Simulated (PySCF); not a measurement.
The vertical singlet excitations below were computed for one of the candidates. The calculation used TDDFT B3LYP/def2-SVPD, vertical, gas phase, core orbitals frozen in the response in PySCF. Geometries: GFN2-xTB, one conformer each.

```json
{"state": "S1", "E (eV)": "3.96", "λ (nm)": "313.5", "f": "0.0001"}
{"state": "S2", "E (eV)": "5.00", "λ (nm)": "248.0", "f": "0.0004"}
{"state": "S3", "E (eV)": "5.60", "λ (nm)": "221.3", "f": "0.0039"}
{"state": "S4", "E (eV)": "5.65", "λ (nm)": "219.5", "f": "0.242"}
{"state": "S5", "E (eV)": "5.76", "λ (nm)": "215.2", "f": "0.0031"}
{"state": "S6", "E (eV)": "6.16", "λ (nm)": "201.3", "f": "0.018"}
{"state": "S7", "E (eV)": "6.65", "λ (nm)": "186.6", "f": "0.013"}
{"state": "S8", "E (eV)": "6.85", "λ (nm)": "181.1", "f": "0.152"}
```

Orbital energies (eV): HOMO-3 -8.71, HOMO-2 -7.74, HOMO-1 -7.73, HOMO -7.20, LUMO -1.65, LUMO+1 -0.66, LUMO+2 0.07.

**Question.** Which structure fits? All have the formula C5H7N3O.
A. `COc1cc(C)nnn1`
B. `Cc1cn(nn1)C(=O)C`
C. `CC(=O)C1=CN(C)N=N1`

**Answer.** C. Its S1 lies at 3.96 eV; the nearest of the others has S1 at 4.33 eV. S1 is HOMO→LUMO (97%). Löwdin shares by element: HOMO oxygen 64%, carbon 29% or more; LUMO carbon 51% or more, oxygen 22% (atoms not listed hold the other 26%). At the same level the other candidates give, for their lowest levels:
- `COc1cc(C)nnn1`: 3.33 eV (f 0.004); 4.12 eV (f 0.000); 4.27 eV (f 0.000); 5.09 eV (f 0.003); 5.27 eV (f 0.025); T1 2.49 eV; HOMO -6.54, LUMO -1.90 eV
- `CC(=O)n1cc(C)nn1`: 4.33 eV (f 0.003); 4.83 eV (f 0.000); 4.97 eV (f 0.060); 6.22 eV (f 0.191); 6.46 eV (f 0.000); T1 3.73 eV; HOMO -7.57, LUMO -2.07 eV

Shape of the structure used: `[CH3:1][C:2](=[O:3])[c:4]1[cH:5][n:6]([CH3:7])[n:8][n:9]1`: C1–C2–C4–C5 -179°.
Triplets come from the Tamm–Dancoff approximation.
